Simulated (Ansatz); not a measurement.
A run for Ansatz (a quantum-chemistry and plane-wave program): R-CCSD(T)/cc-pV(T+d)Z on SiH4 (SMILES [SiH4]). The basis file is the Basis Set Exchange's JSON of that set.

Ansatz 0.2 input:
```yaml
crystal:
  periodic: [false, false, false]
  atoms:
    - {symbol: Si, position_ang: [-0.00000000, -0.00000000, 0.00000000]}
    - {symbol: H, position_ang: [0.86054855, 0.86054855, 0.86054855]}
    - {symbol: H, position_ang: [-0.86054855, -0.86054855, 0.86054855]}
    - {symbol: H, position_ang: [-0.86054855, 0.86054855, -0.86054855]}
    - {symbol: H, position_ang: [0.86054855, -0.86054855, -0.86054855]}
basis:
  gaussian:
    orbitals: cc-pV_T+d_Z.json
magnetization: {spin_polarized: false}
correlation: {method: ccsd_t, electrons: outside_noble_gas}
scf: {lower_state_search: off}
```

The log:

```
WARN ansatz: RAYON_NUM_THREADS=4 ignored (pool sized by the plan → 4); use --threads N
Functional definition: HF
these checks for a lower state are left out or cut short: stability, starts, cluster_reference, orbital_swaps, neighbouring_geometries, increment
integrals: 0.09 GiB planned
532 factors; integrals over basis functions are off by at most 6.7e-4 eV
mean field: 0.13 GiB planned
mean field evaluation 1: about -7925.0136 eV, gradient 1.0e1 eV
mean field evaluation 2: about -7925.0149 eV, gradient 1.0e1 eV
mean field evaluation 4: about -7925.6763 eV, gradient 3.7e-1 eV
mean field evaluation 8: about -7925.6771 eV, gradient 6.5e-5 eV
mean field -7925.67707147 eV, -291.2632601596 hartree, gradient 2.2e-6 eV, S^2 0.000000; 0 other end points of the search recorded, 0 dependent functions left out
5 core orbitals not correlated
reference -7925.67707147 eV, -291.2632601596 hartree; 4, 4 occupied and 86, 86 virtual orbitals, 532 factors
second order -3.89115666 eV of doubles, -0.00000000 eV of singles
coupled cluster: 0.21 GiB planned
cycle   1  -4.48156605 eV  change   -5.9e-1 eV  update   5.5e-2
cycle   2  -4.69983148 eV  change   -2.2e-1 eV  update   1.9e-2
cycle   3  -4.70595221 eV  change   -6.1e-3 eV  update   4.3e-3
cycle   4  -4.70437263 eV  change    1.6e-3 eV  update   1.4e-3
cycle   5  -4.70401290 eV  change    3.6e-4 eV  update   3.9e-4
cycle   6  -4.70402863 eV  change   -1.6e-5 eV  update   7.1e-5
cycle   7  -4.70404305 eV  change   -1.4e-5 eV  update   1.6e-5
cycle   8  -4.70404367 eV  change   -6.2e-7 eV  update   3.7e-6
perturbative correction -0.10415270 eV, -0.0038275410 hartree
Total energy: -7930.48526783 eV, -291.4399581169 hartree
Checks for a lower state left out: stability, starts, cluster_reference, orbital_swaps, neighbouring_geometries, increment
```

The calculation finished and met its thresholds.

Cost: roughly 1.9 core-seconds.
